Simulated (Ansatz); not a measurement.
The cluster Si4O4: single points at one geometry.

```yaml
crystal:
  periodic: [false, false, false]
  atoms:
    - {symbol: Si, position_ang: [0.240909, 2.050003, 1.475537]}
    - {symbol: Si, position_ang: [-1.009766, -0.402953, -1.708678]}
    - {symbol: Si, position_ang: [0.437796, -0.903002, 0.855375]}
    - {symbol: Si, position_ang: [1.130057, 0.510732, -1.038079]}
    - {symbol: O, position_ang: [0.701738, 1.902545, -0.169687]}
    - {symbol: O, position_ang: [-2.031695, -1.187330, -2.528041]}
    - {symbol: O, position_ang: [0.096700, 0.411516, 1.852967]}
    - {symbol: O, position_ang: [0.434262, -2.381521, 1.260604]}
basis:
  gaussian: {orbitals: def2-TZVP, initial_orbitals: start.molden}
hamiltonian: {xc: pbe0, dispersion: d4}
scf: {omitted_lower_state_checks: [starts]}
output: {orbitals: {seedname: orbitals}}
```

The file start.molden holds the orbitals of an earlier run on this structure, at another level or in another basis.

```sh
$ ansatz run in.yaml --threads 4 --pin off --events-out ev --progress --plain --max-ram 4787MiB
```

Shortened log:

```
Functional definition: PBE0
1676 factors; their error is unknown
mean field evaluation 1: about -39677.0062 eV, gradient 2.2e2 eV
mean field evaluation 2: about -39684.1061 eV, gradient 8.2e0 eV
mean field evaluation 4: about -39684.4588 eV, gradient 3.1e-1 eV
mean field evaluation 8: about -39684.4592 eV, gradient 1.2e-5 eV
mean field -39684.45923249 eV, -1458.3769777016 hartree, gradient 1.2e-5 eV, S^2 0.000000; 0 other end points of the search recorded, 0 dependent functions left out
reference -39684.45926658 eV, -1458.3769789543 hartree; 44, 44 occupied and 228, 228 virtual orbitals, 1676 factors
Total energy: -39684.85996646 eV, -1458.3917044034 hartree
Checks for a lower state left out: starts
```

Run time 6 s (4 threads of Arm Neoverse V2 on a shared host), peak host memory 0.99 GiB.

First input, but with `hamiltonian: {xc: pbe, dispersion: d4}`, `output: {forces: true, orbitals: {seedname: orbitals}}` (abridged; 4 s):

```
Functional definition: PBE
mean field -39682.75653468 eV, -1458.3144047112 hartree, gradient 2.1e-5 eV, S^2 0.000000
Total energy: -39683.22125190 eV, -1458.3314827539 hartree
Atom 0 force     0.105056    -0.489326    -0.359859 eV/Å
Atom 1 force     0.333657     0.090444     0.310853 eV/Å
Atom 2 force    -0.192966     0.311969    -0.143583 eV/Å
Atom 3 force    -0.193450     0.042631     0.137320 eV/Å
Atom 4 force     0.040711     0.224323     0.025722 eV/Å
Atom 5 force    -0.128879    -0.101909    -0.121246 eV/Å
Atom 6 force    -0.000887     0.021158     0.110649 eV/Å
Atom 7 force     0.036757    -0.099290     0.040144 eV/Å
Dipole moment:     0.374779     1.054021    -0.120983 e Å
Checks for a lower state left out: starts
```

The first input with `hamiltonian: {xc: {name: CAM-B3LYP}, dispersion: d4}` (abridged; 6.5 s):

```
Functional definition: CAM-B3LYP
mean field -39704.43740311 eV, -1459.1111619299 hartree, gradient 1.8e-5 eV, S^2 0.000000
Total energy: -39704.85908341 eV, -1459.1266583954 hartree
Checks for a lower state left out: starts
```

As the first input, with `gaussian: {orbitals: def2-SVP, initial_orbitals: start.molden}`, `correlation: {method: ccsd_t}` and without the key `hamiltonian` (abridged; 12 s):

```
Functional definition: HF
mean field -39582.68071285 eV, -1454.6366860928 hartree, gradient 3.2e-6 eV, S^2 0.000000
24 core orbitals not correlated: weight in the atoms' cores, before any rotation towards them, 1.000 or more for the frozen orbitals, at most 0.000 for the correlated occupied ones
second order -29.46116254 eV of doubles, -0.00000000 eV of singles
cycle   1  -28.44505644 eV  change     1.0e0 eV  update   2.4e-1
cycle   2  -29.57735773 eV  change    -1.1e0 eV  update   1.0e-1
cycle   3  -29.94981025 eV  change   -3.7e-1 eV  update   5.1e-2
cycle   4  -29.96050561 eV  change   -1.1e-2 eV  update   1.6e-2
cycle   5  -29.93687802 eV  change    2.4e-2 eV  update   5.9e-3
cycle   6  -29.93957012 eV  change   -2.7e-3 eV  update   2.6e-3
cycle   7  -29.94026841 eV  change   -7.0e-4 eV  update   9.8e-4
cycle   8  -29.93924996 eV  change    1.0e-3 eV  update   4.9e-4
cycle   9  -29.93913042 eV  change    1.2e-4 eV  update   2.1e-4
cycle  10  -29.93947235 eV  change   -3.4e-4 eV  update   1.1e-4
cycle  11  -29.93934938 eV  change    1.2e-4 eV  update   5.4e-5
cycle  12  -29.93931639 eV  change    3.3e-5 eV  update   2.3e-5
perturbative correction -1.25289893 eV, -0.0460431863 hartree
Total energy: -39613.87292817 eV, -1455.7829788628 hartree
Checks for a lower state left out: starts
```

The first input with `hamiltonian: {xc: {name: BLYP}, dispersion: d4}` (abridged; 3.1 s):

```
Functional definition: BLYP
mean field -39706.48963638 eV, -1459.1865801118 hartree, gradient 3.6e-5 eV, S^2 0.000000
Total energy: -39707.47570607 eV, -1459.2228175044 hartree
Checks for a lower state left out: starts
```

First input, but with `hamiltonian: {xc: r2scan, dispersion: d4}` (abridged; 7.5 s):

```
Functional definition: r2SCAN
mean field -39699.90616628 eV, -1458.9446420478 hartree, gradient 1.6e-5 eV, S^2 0.000000
Total energy: -39700.01179766 eV, -1458.9485239293 hartree
Checks for a lower state left out: starts
```

Geometry: B3LYP-D4/def2-SVP.

Correlated methods freeze 24 core orbitals. At CCSD(T)/def2-SVP T1 of the charge 0 singlet is large (up to 0.026), so the single-reference result is doubtful. Another isomer (singlet) lies 3.16 eV lower at PBE0-D4/def2-TZVP; other spin states weren't run for this one.
